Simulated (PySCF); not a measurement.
# Se⁺: ionisation energy

Se⁺ [Ar] 3d10 4s2 4p3 (4S) → Se²⁺ [Ar] 3d10 4s2 4p2 (3P), as a difference of total energies. Calculation: PySCF 2.14, in aug-cc-pVQZ-DK (8s7p5d3f2g, 93 functions); scalar relativity by spin-free X2C-1e. Correlated levels: valence: [Ar] 3d10 frozen. The calculations carry no spin-orbit coupling.

```json
{"method": "UHF", "ionisation energy (eV)": "20.839", "plus first-order spin-orbit estimate": "20.541", "error of that sum (eV)": "-0.655"}
{"method": "MP2 (valence)", "ionisation energy (eV)": "21.383", "plus first-order spin-orbit estimate": "21.086", "error of that sum (eV)": "-0.110"}
{"method": "SCS-MP2 (valence)", "ionisation energy (eV)": "21.230", "plus first-order spin-orbit estimate": "20.932", "error of that sum (eV)": "-0.264"}
{"method": "CCSD (valence)", "ionisation energy (eV)": "21.340", "plus first-order spin-orbit estimate": "21.042", "error of that sum (eV)": "-0.154"}
{"method": "CCSD(T) (valence)", "ionisation energy (eV)": "21.375", "plus first-order spin-orbit estimate": "21.078", "error of that sum (eV)": "-0.118"}
```

Reference: 21.196 ± 0.01 eV (measured; NIST Atomic Spectra Database, ionization energies).

A first-order spin-orbit estimate (lowest level to lowest level, LS coupling) adds -0.298 eV.

Errors of the correlated levels include the incompleteness of this basis and the frozen core.
